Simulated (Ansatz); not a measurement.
Diatomic NiH, multiplicity 2 (the spin of the measured ground state). No spin–orbit coupling. Ni is treated without relativity.

The constants come from a fifth-degree fit in 1/R (seven points, main isotopes). In def2 and cc sets the state is the lowest found near the PBE0 minimum, followed along R.

The values were computed with Ansatz (a quantum-chemistry and plane-wave program). Values without a source in brackets are computed.

Energies at B3LYP/def2-TZVPP:

| R (Å) | E (hartree) |
|---|---|
| 1.369354 | -1508.93258501 |
| 1.406165 | -1508.93446472 |
| 1.440031 | -1508.93538783 |
| 1.478314 | -1508.93564148 |
| 1.516597 | -1508.93518636 |
| 1.560770 | -1508.93393037 |
| 1.612304 | -1508.93166436 |

### Question
With a reduced mass of 0.9906 u, find the minimum, the force constant and the constants.

### Answer
A fifth-degree polynomial in 1/R puts the minimum at r_e = 1.4718 Å with force constant 217 N/m. Then ω_e = (1/2πc)√(k/μ) = 1927 cm⁻¹ and B_e = h/(8π²cμr_e²) = 7.856 cm⁻¹; the cubic and quartic terms give α_e = 0.24 and ω_e x_e = 34 cm⁻¹.
